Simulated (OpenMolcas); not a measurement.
# Multiconfigurational calculation on Nb²⁺

Input:

```
&GATEWAY
Coord
1

Nb 0.0 0.0 0.0
Basis=ANO-R1
Group=XYZ
NoMove
AngMom=0.0 0.0 0.0
AMFI
&SEWARD
* reference wave functions (RASSCF and RASSI steps not shown): 3 electrons in 6 orbitals (4d 5s)
>>> COPY JOB001 $Project.JobIph
&CASPT2
Multistate=20 1 2 3 4 5 6 7 8 9 10 11 12 13 14 15 16 17 18 19 20
Frozen=8 6
IPEA=0.25
Imaginary=0.1
MaxIter=60
WThr=0.0 0.3 0.05
PrWF=0.5
NoMix
>>> COPY JOB002 $Project.JobIph
&CASPT2
Multistate=70 1 2 3 4 5 6 7 8 9 10 11 12 13 14 15 16 17 18 19 20 21 22
23 24 25 26 27 28 29 30 31 32 33 34 35 36 37 38 39 40 41 42 43 44 45 46
47 48 49 50 51 52 53 54 55 56 57 58 59 60 61 62 63 64 65 66 67 68 69 70
Frozen=8 6
IPEA=0.25
Imaginary=0.1
MaxIter=60
WThr=0.0 0.3 0.05
PrWF=0.5
NoMix
```

Launched by
```bash
OMP_NUM_THREADS=1 MOLCAS_MEM=1689 MOLCAS_PROJECT=a pymolcas a.inp > a.log  # once for each step of the input, in one work folder
```

Output, cut to the results:

```
--- CASPT2 ---
Orbital specifications:
      -----------------------

      Symmetry species                           1   2
                                                ag  au
      Frozen orbitals                            8   6
      Inactive orbitals                          1   3
      Active orbitals                            6   0
      Secondary orbitals                         6  10
      Deleted orbitals                           0   0
      Number of basis functions                 21  19
Type of calculation                        MS-CASPT2
      Fock operator                              state-specific
      IPEA shift                                 0.25
      Real shift                                 0.00
      Imaginary shift                            0.10
      The input orbitals will be transformed to quasi-canonical
Reference energy:       -3816.5618442570
      E2 (Non-variational):      -0.1863835782
      Shift correction:          -0.0001691974
      E2 (Variational):          -0.1865527757
      Total energy:           -3816.7483970327
      Residual norm:              0.0000009226
      Reference weight:           0.95022
      Contributions to the CASPT2 correlation energy
      Active & Virtual Only:         -0.0161153747
      One Inactive Excited:          -0.0833801954
      Two Inactive Excited:          -0.0868880082
Reference energy:       -3816.5618442570
      E2 (Non-variational):      -0.1851391462
      Shift correction:          -0.0001635700
      E2 (Variational):          -0.1853027161
      Total energy:           -3816.7471469732
      Residual norm:              0.0000007960
      Reference weight:           0.95101
      Contributions to the CASPT2 correlation energy
      Active & Virtual Only:         -0.0157098817
      One Inactive Excited:          -0.0827454501
      Two Inactive Excited:          -0.0866838144
::    CASPT2 Root  1     Total energy:  -3816.74839703
::    CASPT2 Root  2     Total energy:  -3816.74714697
::    CASPT2 Root  3     Total energy:  -3816.74860863
::    CASPT2 Root  4     Total energy:  -3816.74844108
::    CASPT2 Root  5     Total energy:  -3816.74832496
::    CASPT2 Root  6     Total energy:  -3816.74639983
::    CASPT2 Root  7     Total energy:  -3816.74704749
::    CASPT2 Root  8     Total energy:  -3816.70796722
::    CASPT2 Root  9     Total energy:  -3816.70796719
::    CASPT2 Root 10     Total energy:  -3816.70796722
::    CASPT2 Root 11     Total energy:  -3816.63473274
::    CASPT2 Root 12     Total energy:  -3816.63299708
::    CASPT2 Root 13     Total energy:  -3816.63385821
::    CASPT2 Root 14     Total energy:  -3816.63319267
::    CASPT2 Root 15     Total energy:  -3816.63388809
::    CASPT2 Root 16     Total energy:  -3816.63403400
::    CASPT2 Root 17     Total energy:  -3816.63510739
::    CASPT2 Root 18     Total energy:  -3816.59326031
::    CASPT2 Root 19     Total energy:  -3816.59326024
::    CASPT2 Root 20     Total energy:  -3816.59326030
::    MS-CASPT2 Root  1     Total energy:  -3816.74943411
::    MS-CASPT2 Root  2     Total energy:  -3816.74883300
::    MS-CASPT2 Root  3     Total energy:  -3816.74850868
::    MS-CASPT2 Root  4     Total energy:  -3816.74782292
::    MS-CASPT2 Root  5     Total energy:  -3816.74717518
::    MS-CASPT2 Root  6     Total energy:  -3816.74679915
::    MS-CASPT2 Root  7     Total energy:  -3816.74591225
::    MS-CASPT2 Root  8     Total energy:  -3816.70794732
::    MS-CASPT2 Root  9     Total energy:  -3816.70793295
::    MS-CASPT2 Root 10     Total energy:  -3816.70790460
--- CASPT2 ---
Orbital specifications:
      -----------------------

      Symmetry species                           1   2
                                                ag  au
      Frozen orbitals                            8   6
      Inactive orbitals                          1   3
      Active orbitals                            6   0
      Secondary orbitals                         6  10
      Deleted orbitals                           0   0
      Number of basis functions                 21  19
Type of calculation                        MS-CASPT2
      Fock operator                              state-specific
      IPEA shift                                 0.25
      Real shift                                 0.00
      Imaginary shift                            0.10
      The input orbitals will be transformed to quasi-canonical
Reference energy:       -3816.5120490357
      E2 (Non-variational):      -0.1920387966
      Shift correction:          -0.0002080172
      E2 (Variational):          -0.1922468138
      Total energy:           -3816.7042958495
      Residual norm:              0.0000000915
      Reference weight:           0.94679
      Contributions to the CASPT2 correlation energy
      Active & Virtual Only:         -0.0194578431
      One Inactive Excited:          -0.0848944962
      Two Inactive Excited:          -0.0876864573
Reference energy:       -3816.5120490357
      E2 (Non-variational):      -0.1921402373
      Shift correction:          -0.0002076779
      E2 (Variational):          -0.1923479152
      Total energy:           -3816.7043969509
      Residual norm:              0.0000000962
      Reference weight:           0.94677
      Contributions to the CASPT2 correlation energy
      Active & Virtual Only:         -0.0194674008
      One Inactive Excited:          -0.0849680691
      Two Inactive Excited:          -0.0877047674
::    CASPT2 Root  1     Total energy:  -3816.70429585
::    CASPT2 Root  2     Total energy:  -3816.70439695
::    CASPT2 Root  3     Total energy:  -3816.70429175
::    CASPT2 Root  4     Total energy:  -3816.70447422
::    CASPT2 Root  5     Total energy:  -3816.70442828
::    CASPT2 Root  6     Total energy:  -3816.70449482
::    CASPT2 Root  7     Total energy:  -3816.70437642
::    CASPT2 Root  8     Total energy:  -3816.70457765
::    CASPT2 Root  9     Total energy:  -3816.70441539
...
```

Levels above the lowest, from the spin-orbit matrix with the single-state CASPT2 energies, averaged by term, on its diagonal:

| Configuration | Term | J | E (cm-1) | Measured (cm-1) | Term weight % | Second |
| --- | --- | --- | --- | --- | --- | --- |
| 4d3 | 4F | 3/2 | 0.0 | 0.0 | 99 |  |
| 4d3 | 4F | 5/2 | 545 | 516 | 100 |  |
| 4d3 | 4F | 7/2 | 1245 | 1177 | 100 |  |
| 4d3 | 4F | 9/2 | 2050 | 1939 | 99 |  |
| 4d3 | 4P | 3/2 | 9190 | 8608 | 76 | 21 2P |
| 4d3 | 4P | 1/2 | 9260 | 8664 | 88 | 12 2P |
| 4d3 | 4P | 5/2 | 10230 | 9594 | 99 |  |
| 4d3 | 2G | 7/2 | 10360 | 9236 | 100 |  |
| 4d3 | 2G | 9/2 | 10980 | 9804 | 92 | 7 2H |
| 4d3 | 2P | 1/2 | 11410 |  | 88 | 12 4P |
| 4d3 | 2P | 3/2 | 11660 |  | 52 | 25 2D(1) |
| 4d3 | 2D(1) | 3/2 | 13860 |  | 71 | 27 2P |
| 4d3 | 2D(1) | 5/2 | 14010 | 13094 | 98 |  |
| 4d3 | 2H | 9/2 | 14750 | 12916 | 93 | 7 2G |
| 4d3 | 2H | 11/2 | 15140 | 13264 | 100 |  |
| 4d3 | 2F | 7/2 | 21380 | 19861 | 100 |  |
| 4d3 | 2F | 5/2 | 21440 | 19975 | 99 |  |
| 4d2 5s | 4F | 3/2 | 25010 | 25220 | 99 |  |
| 4d2 5s | 4F | 5/2 | 25520 |  | 99 |  |
| 4d2 5s | 4F | 7/2 | 26230 |  | 100 |  |
| 4d2 5s | 4F | 9/2 | 27100 | 27374 | 100 |  |
| 4d2 5s | 2F | 5/2 | 34060 | 33658 | 58 | 21 4d3 2D(2) |
| 4d2 5s | 4P | 1/2 | 34640 | 34514 | 100 |  |
| 4d2 5s | 2D | 5/2 | 34730 |  | 52 | 25 4P |

Against the 17 measured excited levels shown (the list in Shadmi, J. Res. Natl. Bur. Stand. 70A, 435 (1966)) the mean absolute deviation is 760 cm-1; the largest miss in energy is 4d3 2H 11/2: computed 15140, measured 13264 cm-1 (+14.2 %).

CASPT2 breaks the degeneracy within a term, and the mean is taken; among the terms shown or strongly mixed into the levels shown the widest spread is 480 cm-1 (4d3 4F). Terms from blocks run as CI alone lack orbitals of their own. Configurations are named by rounded mean occupations; where the s occupation lies near a half they are strongly mixed, a name can repeat and a true partner stay unpaired. A single d shell beside an s shell can misplace configurations of different d count against each other. The CASPT2 spread within a term exceeds the gap to the next term for 4d2 5s 2D and 4d2 5s 2F, 4d2 5s 2F and 4d2 5s 4P, so the order of their levels is uncertain, and so are names and mixing where such terms share a J. Measured partners are found by configuration, term and J. A level has none where our copy of the source lacks it or the pairing is in doubt (some pairs that miss far off the trend of their configuration count as doubtful), and it then counts in no deviation. Levels of configurations outside the active space are missing. The table shows the lowest 24 of 37 levels.

The term weight is that of the spin-free term in the level, not the purity of its configuration. A number in round brackets counts repeated terms of one configuration in the order of the reference energies.
